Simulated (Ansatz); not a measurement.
Mulliken charges of CH3AlF2S (`FC[S][AlH][F]`) from r2SCAN/def2-TZVPP in Ansatz (PBE0-D4/def2-TZVP geometry).

```
atom   x (Å)   y (Å)   z (Å)  charge (e)
  F1  -0.496   0.276   0.895      -0.154
  C2   0.889   0.689   0.573       0.123
  S3   1.362  -0.243  -0.869      -0.293
 Al4  -0.803  -0.821  -0.704       0.622
  F5  -1.880   0.106  -1.546      -0.361
  H6   1.453   0.444   1.470       0.114
  H7   0.806   1.762   0.414       0.115
  H8  -1.238  -2.269  -0.289      -0.166
```

Question: By hand: the dipole of these point charges (1 e Å = 4.8032 D).

Answer: Σ q r = (0.430, 0.194, 0.571) e Å, of length 0.741 e Å = 3.56 D.

Question: How does the dipole of the full density compare? (Estimate.)

Answer: The calculation gave: (0.361, 0.223, 0.499) e Å, 3.15 D; the point charges give 1.13 times that, at 5° from its direction.

Point charges leave out the atoms' own dipoles, such as those of lone pairs, and Mulliken's split depends on the basis, so the close match here is no proof of good charges.
